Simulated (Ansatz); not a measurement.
Start from `N=C([SiH3])S[SiH3]` and change one atom or group to get `N=C([SiH3])S`.

Ansatz, PBE0-D4/def2-TZVP geometries, multiplicity 1. Each molecule was computed in one conformer, which needn't be the lowest.

```
                                      property  `N=C([SiH3])S[SiH3]`
          HOMO–LUMO gap (PBE0/def2-TZVPP) / eV                  6.39
             LUMO energy (PBE/def2-TZVPP) / eV                 -2.08
         LUMO energy (ωB97M-V/def2-TZVPP) / eV                  1.10
           HOMO energy (B3LYP/def2-TZVPP) / eV                 -7.23
           LUMO energy (B3LYP/def2-TZVPP) / eV                 -1.27
size of the dipole moment (PBE/def2-TZVPP) / D                  1.48
```

(1) What does the change do to each property? (Estimate.)

## Answers

(1) Computed: 
```
                                      property  `N=C([SiH3])S`  shift
          HOMO–LUMO gap (PBE0/def2-TZVPP) / eV            6.60   0.21
             LUMO energy (PBE/def2-TZVPP) / eV           -1.94   0.14
         LUMO energy (ωB97M-V/def2-TZVPP) / eV            1.24   0.14
           HOMO energy (B3LYP/def2-TZVPP) / eV           -7.30  -0.07
           LUMO energy (B3LYP/def2-TZVPP) / eV           -1.14   0.13
size of the dipole moment (PBE/def2-TZVPP) / D            1.45  -0.03
```

With PBE0 the HOMO falls by 0.08 eV and the LUMO rises by 0.13 eV, so the gap widens by about 0.21 eV. PBE moves the HOMO by 0.03 eV and ωB97M-V by -0.11 eV. Dipoles are sizes alone; their direction can turn.

B3LYP here is the variant with VWN-RPA as its local correlation; programs differ in this.
